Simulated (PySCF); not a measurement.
IOF at several levels of theory

All levels use the PBE0 minimum (singlet; I–F 1.917 Å, I–O 1.790 Å; F–I–O 104.1°), basis [I def2-TZVP with ECP28, O def2-TZVP, F def2-TZVP], scalar-relativistic core potentials, density fitting, no spin–orbit coupling, PySCF. For vertical energies the ionised species is a doublet (spins chosen at PBE0 and kept) and the electron-attached one a doublet. Atomisation goes to high-spin ground-configuration atoms, without zero-point energy. Open shells are unrestricted, also as the reference of the correlated levels. A dash marks a value that was not computed or is not defined at that level.

```tsv
level	atomisation (kJ/mol)	vertical IP (eV)	vertical EA (eV)	−ε(HOMO) (eV)	gap (eV)	dipole (D)
PBE0	476	9.69	1.04	7.25	3.87	3.52
HF	-26	8.67	0.74	10.65	10.69	4.13
MP2	510	10.40	0.77	–	–	–
PBE	593	9.43	0.80	5.75	1.57	3.25
CCSD(T)	445	–	–	–	–	–
```

For IOF itself CCSD(T) correlates 30 electrons; T1 = 0.022, D1 = 0.105, (T) = -89 kJ/mol. T1 is large, so the single-reference value is itself in doubt.

Task: Which levels differ least and most from CCSD(T) in the atomisation?

Result: Least: PBE0 (+31 kJ/mol); most: HF (-471 kJ/mol). CCSD(T) atomisation energies in a triple-zeta basis lie tens of kJ/mol low, so this is no ranking by accuracy.

Without diffuse functions attachment energies tend to come out too low.
